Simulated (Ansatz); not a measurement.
The cluster B4N3, relaxed as a doublet with UKS PBE-D4/def2-SVP in Ansatz, starting from the GFN1-xTB geometry. Force threshold 0.02 eV/Å.

The gap within one spin of the charge 0 doublet nearly closes, so an electron or hole may be smeared out by delocalisation error. Another isomer (doublet) lies 1.25 eV lower at PBE0-D4/def2-TZVP; other spin states weren't run for this one.

Start:

```xyz
7

B     1.186   -0.352    0.417
B     3.565   -1.046    1.293
B    -3.572    1.049   -1.270
B    -1.182    0.351   -0.430
N    -2.379    0.705   -0.851
N     0.004    0.001   -0.011
N     2.378   -0.707    0.851
```

```csv
step,energy (eV),largest force component (eV/Å),SCF passes
1,-7159.9999,0.606,43
2,-7160.0099,0.125,23
3,-7160.0104,0.014,24
```

Force components are those of the run's own axes.

End:

Cartesian coordinates in Å:
```
B 1.1924 -0.3516 0.4254
B 3.5828 -1.0556 1.2891
B -3.5851 1.0559 -1.2824
B -1.1911 0.3515 -0.4292
N -2.3952 0.7065 -0.8587
N 0.0011 -0.0002 -0.0033
N 2.3951 -0.7064 0.8591
```

By distances, no bond broke or formed. The bond that changes most is B4–N5, from 1.32 to 1.33 Å (atoms count from 1).

No frequencies were taken in this run, so the end may be a saddle point.

It took 1.2 s on 4 threads of AMD EPYC 9R45 on a shared host.
